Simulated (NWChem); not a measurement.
System: CH$_{3}$F$_{3}$Hf; SMILES [CH3][Hf]([F])([F])[F]

Excerpt of the output:

```
             Northwest Computational Chemistry Package (NWChem) 7.3.0
             --------------------------------------------------------

 C3  symmetry detected

                             Geometry "geometry" -> ""
                             -------------------------

 Output coordinates in angstroms (scale by  1.889725989 to convert to a.u.)

  No.       Tag          Charge          X              Y              Z
 ---- ---------------- ---------- -------------- -------------- --------------
    1 Hf                  72.0000     0.00000000     0.00000000     0.06838250
    2 F                    9.0000     0.73099708    -1.69034466     0.57146050
    3 F                    9.0000    -1.82937996     0.21211028     0.57146050
    4 F                    9.0000     1.09838287     1.47823437     0.57146050
    5 C                    6.0000     0.00000000    -0.00000000    -2.12763550
    6 H                    1.0000    -0.61455679    -0.82519963    -2.52905350
    7 H                    1.0000     1.02192224    -0.11962198    -2.52905350
    8 H                    1.0000    -0.40736545     0.94482161    -2.52905350

 Effective nuclear repulsion energy (a.u.)     771.4973809798

      Symmetry information
      --------------------

 Group name             C3
 Group number              5
 Group order               3
 No. of unique centers     4

                                 NWChem DFT Module
                                 -----------------

 Summary of "ao basis" -> "ao basis" (spherical)
 ------------------------------------------------------------------------------
       Tag                 Description            Shells   Functions and Types
 ---------------- ------------------------------  ------  ---------------------
 Hf                         def2-svp                12       32   6s3p2d1f
 F                          def2-svp                 6       14   3s2p1d
 C                          def2-svp                 6       14   3s2p1d
 H                          def2-svp                 3        5   2s1p

      Symmetry analysis of basis
      --------------------------

        a          39
        e+         32
        e-         32

  Rotation of axis

            General Information
            -------------------
          SCF calculation type: DFT
          Wavefunction type:  closed shell.
          No. of atoms     :     8
          No. of electrons :    48
           Alpha electrons :    24
            Beta electrons :    24
          Charge           :     0
          Spin multiplicity:     1
          Use of symmetry is: on ; symmetry adaption is: on
          Maximum number of iterations: 150
          AO basis - number of functions:   103
                     number of shells:    45
          Convergence on energy requested:  1.00D-06
          Convergence on density requested:  1.00D-05
          Convergence on gradient requested:  5.00D-04

              XC Information
              --------------
                         B3LYP Method XC Potential
                     Hartree-Fock (Exact) Exchange  0.200
                        Slater Exchange Functional  0.800 local
                    Becke 1988 Exchange Functional  0.720 non-local
              Lee-Yang-Parr Correlation Functional  0.810
                  VWN I RPA Correlation Functional  0.190 local

             Grid Information
             ----------------
          Grid used for XC integration:  medium
          Radial quadrature: Mura-Knowles
          Angular quadrature: Lebedev.
          Tag              B.-S. Rad. Rad. Pts. Rad. Cut. Ang. Pts.
          ---              ---------- --------- --------- ---------
          Hf                  1.55      123          10.0       590
          F                   0.50       49          11.0       434
          C                   0.70       49          10.0       434
          H                   0.35       45          11.0       434
          Grid pruning is: on
          Number of quadrature shells:   266
          Spatial weights used:  Erf1

      Superposition of Atomic Density Guess
      -------------------------------------

 Sum of atomic energies:        -388.93842194

      Non-variational initial energy
      ------------------------------

 Total energy =    -384.699767
 1-e energy   =    -948.277007
 2-e energy   =     361.963264
 HOMO         =      -0.341431
 LUMO         =      -0.030570

      Symmetry analysis of molecular orbitals - initial
      -------------------------------------------------

  Numbering of irreducible representations:

     1 a           2 e+          3 e-

  Orbital symmetries:

     1 a           2 e+          3 e+          4 a           5 a
     6 e+          7 e+          8 a           9 a          10 e+
    11 e+         12 a          13 a          14 e+         15 e+
    16 e+         17 e+         18 a          19 a          20 e+
    21 e+         22 e+         23 e+         24 a          25 a
    26 a          27 e+         28 e+         29 e+         30 e+
    31 a          32 e+         33 e+         34 e+

     ---------------------------------------------
      Total Density - Mulliken Population Analysis
     ---------------------------------------------

    Atom       Charge   Shell Charges
 -----------   ------   -------------------------------------------------------
    1 Hf  12     9.45   0.03 -0.30  1.74  0.54  0.28  0.08  5.49  0.57  0.06  0.69  0.13  0.12
    2 F    9     9.69   1.99  1.16  0.79  3.59  2.16  0.00
    3 F    9     9.69   1.99  1.16  0.79  3.59  2.16  0.00
    4 F    9     9.69   1.99  1.16  0.79  3.59  2.16  0.00
    5 C    6     6.92   1.99  0.97  0.36  2.19  1.40  0.01
    6 H    1     0.85   0.65  0.18  0.03
    7 H    1     0.85   0.65  0.18  0.03
    8 H    1     0.85   0.65  0.18  0.03

[...]
```

Level: B3LYP/def2-SVP with def2 effective core potentials on Hf. Coordinates come from a PBE0/def2-SVP optimisation. Not confirmed as a minimum by frequencies. def2 effective core potentials on Hf; no spin-orbit coupling.

Problem. Which NWChem input produces such a log?

Solution. Several could match; the one computed here: the input that was run:
```
start job
memory heap 200 mb stack 900 mb global 1100 mb
geometry units angstroms noautoz
  Hf     0.000000     0.000000     0.083846
  F      1.298743     1.305714     0.586924
  F      0.481410    -1.777601     0.586924
  F     -1.780153     0.471887     0.586924
  C      0.000000     0.000000    -2.112172
  H      0.994261    -0.264726    -2.513590
  H     -0.267871     0.993418    -2.513590
  H     -0.726390    -0.728692    -2.513590
end
basis spherical
  * library def2-svp
end
ecp
  Hf library def2-ecp
end
dft
  xc b3lyp
  iterations 150
  mulliken
end
task dft energy
```
